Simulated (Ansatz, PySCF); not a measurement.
Gas-phase reaction R1 + R2 → P1, each structure at its B3LYP-D3(BJ)/def2-TZVP stationary point, reached from a drawn start (curvature not checked).
R1, H2 (SMILES [H][H]) (charge 0, multiplicity 1):
```xyz
2

H      0.00000     0.00000     0.37199
H      0.00000     0.00000    -0.37199
```
R2: C2H6Si (SMILES C1C[SiH2]1), charge 0, multiplicity 1.
P1: C2H8Si (SMILES CC[SiH3]), charge 0, multiplicity 1.

P less R. No zero-point or thermal terms.

Cores are frozen in the correlated methods.

Programs: Ansatz (Gaussian basis) for Hartree–Fock, density functionals and correlated methods; PySCF for the D3/D4 terms. Each number belongs to the level named beside it.

Estimate the reaction energy that CAM-B3LYP/def2-TZVPP returns for this input.

-47.0 kcal/mol

What is the computed reaction energy (PBE-D4/def2-TZVPP)?

-42.9 kcal/mol

What is the computed reaction energy (MP2/cc-pV(D+d)Z)?

-47.8 kcal/mol

Ansatz is an electronic-structure program.
